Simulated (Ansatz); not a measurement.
Zr₄P₄, relaxed as a singlet with RKS PBE-D4/def2-SVP in Ansatz, starting from the GFN1-xTB geometry. Force threshold 0.03 eV/Å.

In the def2 sets Zr takes a core potential; there is no spin–orbit coupling. The restricted singlet is unstable towards broken spin symmetry in Hartree–Fock (as tested in another run); at PBE-D4/def2-SVP this wasn't settled. Another isomer (singlet) lies 0.12 eV lower at PBE0-D4/def2-TZVP; other spin states weren't run for this one.

Start:

```xyz
8

Zr    2.346    0.629   -1.412
Zr    1.643   -1.558    0.401
Zr   -0.543    0.779   -0.141
Zr   -1.233   -1.961    1.429
P    -1.201    2.867   -1.446
P     0.765   -3.327    1.878
P     0.691    2.432   -2.008
P    -2.467    0.140    1.300
```

**Question.** Estimate the energy that the relaxation releases and the steps that it takes.

**Answer.** 621.9 kJ/mol, in 34 steps; 5.5 min on 4 threads of Intel Xeon on a shared host. No frequencies were taken in this run, so the end may be a saddle point.

**Question.** Does the start keep its bonding?

**Answer.** Bonds formed: Zr1–P6, Zr2–P8, Zr4–P5, Zr4–P7 (atoms count from 1). Metal–metal contacts that move far: Zr1–Zr4 5.25 to 3.15 Å.

**Question.** Predict the relaxed structure.

**Answer.** 
Cartesian coordinates in Å:
```
Zr 1.8678 -0.5837 -0.7729
Zr 1.0995 -0.8175 1.8666
Zr 0.1713 1.6858 0.5037
Zr -1.2450 -0.5893 -0.2696
P -1.5381 1.7663 -1.4410
P 0.5043 -2.4795 0.0658
P 0.2729 0.7455 -2.0747
P -1.1326 0.2723 2.1220
```
Bond lengths (bridged metal pairs left out): 11 × P–Zr 2.45 to 2.75 Å; 1 × P–P 2.17 Å.
